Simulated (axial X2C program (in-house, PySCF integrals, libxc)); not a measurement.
**YGe at several levels of theory**

Computed with an in-house all-electron X2C program for linear molecules (integrals from PySCF). Spin-free means the one-electron spin-free X2C Hamiltonian; two-component (2c) means X2C with spin–orbit coupling and atomic mean-field two-electron Coulomb and Gaunt terms, so the difference of the two also holds small scalar two-electron terms. Basis: Y dyall-cv3z [11s12p9d6f3g], Ge dyall-cv3z [9s9p7d4f1g] (cores contracted in-house); Gaussian nuclei, density fitting, unrestricted open shells. Masses: Y 88.906 u, Ge 73.921 u.

The run was started with this input:
```json
{"zs": [39, 32], "q": 0, "bas": ["dyall-cv3z", "dyall-cv3z"], "levels": ["PBE0", "HF", "PBEsol"], "cc": true, "r0": 2.84, "thr": -1.0, "nmax": 90, "npts": 10, "nst": 2, "ntry": 6}
```
```bash
python so2c.py task.json out
```

Keys: zs atomic numbers; q charge; bas basis sets; levels methods; cc coupled cluster on or off; r0 starting distance in Å; thr threshold in hartree for freezing inner shells (an s shell follows its p shell); nmax most natural virtual spinors; npts points on the curve; nst determinants followed; ntry starts of the search. HF also brings MP2.

State, spin-free: M_S = 3/2, Λ = 0 (beyond evenly filled blocks: σα, π+α, π-α); electrons by block: σα: 17, σβ: 16, π+α: 8, π+β: 7, π-α: 8, π-β: 7, δ+α: 2, δ+β: 2, δ-α: 2, δ-β: 2. Fragments: Y + Ge.

State, 2c: Ω = 3/2 (⟨Sz⟩ = 1.50, ⟨Lz⟩ = 0.00 at HF); electrons by block: 1/2: 24, -1/2: 24, 3/2: 10, -3/2: 9, 5/2: 2, -5/2: 2. Fragments: Y + Ge.

| Hamiltonian | level | Re (Å) | ωe (cm⁻¹) | Be (cm⁻¹) | De (eV) | D0 (eV) | k (mdyn/Å) | μ (D) |
| --- | --- | --- | --- | --- | --- | --- | --- | --- |
| spin-free | PBE0 | 2.707 | 222.0 | 0.05698 | 2.46 | 2.45 | 1.17 | -2.96 |
| spin-free | HF | 2.825 | 195.9 | 0.05232 | 1.75 | 1.73 | 0.913 | -1.53 |
| spin-free | CCSD | 2.798 | 206.6 | 0.05335 | 2.14 | 2.13 | 1.01 | n/a |
| spin-free | CCSD(T) | 2.795 | 208.0 | 0.05347 | 2.24 | 2.23 | 1.03 | n/a |
| spin-free | PBEsol | 2.692 | 224.9 | 0.05765 | 2.95 | 2.94 | 1.2 | -3.08 |
| 2c | HF | 2.827 | 194.8 | 0.05226 | n/a | n/a | 0.902 | -1.53 |
| 2c | CCSD | 2.796 | 208.5 | 0.05344 | n/a | n/a | 1.03 | n/a |
| 2c | CCSD(T) | 2.792 | 210.0 | 0.05356 | n/a | n/a | 1.05 | n/a |

Correlated methods: 7 electrons correlated (number of frozen shells: Y 4 s, 3 p, 1 d; Ge 3 s, 2 p, 1 d), 347 virtual spin orbitals or spinors in MP2, 90 natural virtuals in coupled cluster.

Dipoles are positive if Ge is the positive end.

The state is one determinant whose occupation by symmetry is held fixed; it was picked as the lowest of a PBE0 search that is not exhaustive. Dissociation energies refer to the lowest single-determinant-based atoms at the same level and basis. De is not given where an atomic determinant may have missed its ground term or J level, or where the truncated virtual space spoils (T). CCSD and (T) use frozen natural virtuals with an MP2 correction for the truncation; (T) itself is uncorrected, so its De runs slightly low. Other states lie close and PBE0, whose exact exchange favours high spin, may order them wrongly; the determinant shown need not be the ground state. The nearest other spin-free determinant of the search, M_S = 1/2, Λ = 0, lies 0.18 eV up at the distance of the search. With several unpaired electrons one determinant need not be a pure state. The outer-core s and p shells of the metal are frozen in the correlated rows, which leaves out core–valence correlation; for alkali and alkaline-earth bonds that tends to lengthen them. This is the top spin component of a Σ state; components of lower Ω are not single determinants and can lie lower. The determinant is spin-polarised beyond a pure state at some levels (its spin-free form has ⟨S²⟩ too high), which makes Re and μ there less reliable. The T1 diagnostic is large, a sign of multireference character. With the outer-core shells frozen, correlated bond lengths of heavy atoms tend to come out a few hundredths of an ångström too long.

No reliable constants came from MP2 (2c), MP2 (spin-free), PBE0 (2c), PBEsol (2c): no minimum in range, unconverged points, a curve that is not smooth, a change of character along it, or the two Hamiltonians disagreeing along it.

Rough cost a point (2c) on 1 thread(s) of a shared host, integrals apart: HF 2.4 s, CCSD(T) 6 s.

The whole task took 4.7 min on 1 thread of Arm Neoverse V1 (shared host).
